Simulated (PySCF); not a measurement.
## A search over the determinants of AlBi⁺

Unrestricted PBE0; PySCF, scalar-relativistic core potentials, basis sets Al def2-SVPD, Bi def2-SVPD with ECP60. Outer shells of the fragments: Al+ 3s2; Bi 5d10 6s2 6p3.

Followed along the bond (rough minima from three points):

```
2Ms+1   unpaired  ⟨S²⟩ at the start  R at minimum (Å)  Te (eV)
    4  σ ↑, π ↑↑               3.76              2.89     0.00
    2  σ ↓, π ↑↑               1.76              2.80     0.37
    2  σ ↑, π ↑↓               1.76              2.83     0.49
    2        σ ↑               0.76              2.80     1.28
    2        π ↑               0.75  none in the scan   ≤ 1.00
```

Solutions found at the starting distance of 2.755 Å, counted from the lowest of them; the search is not exhaustive and high or unbound solutions are not listed, so other states can lie among these:

```
2Ms+1   unpaired   term  E (eV)  ⟨S²⟩  ⟨Lz²⟩  μ (D)
    4  σ ↑, π ↑↑    ⁴Σ⁻    0.00  3.76   0.00  -5.90
    2  σ ↓, π ↑↑  mixed    0.35  1.76   0.00  -5.94
    2  σ ↑, π ↑↓  mixed    0.48  1.76   2.01  -5.81
    2        σ ↑  mixed    1.26  0.76   2.00  -5.48
    2        π ↑     ²Π    1.37  0.75   1.00  -3.05
    2        π ↑     ²Π    1.47  0.79   1.01  -7.19
```

A term symbol is given only where ⟨S²⟩ and ⟨Lz²⟩ are close to those of a pure state; real π, δ and φ orbitals otherwise mix terms. A positive dipole points towards Bi; it is taken about the centre of mass and depends on that origin.

Spin–orbit coupling is left out, which matters for elements this heavy, above all for dissociation energies.
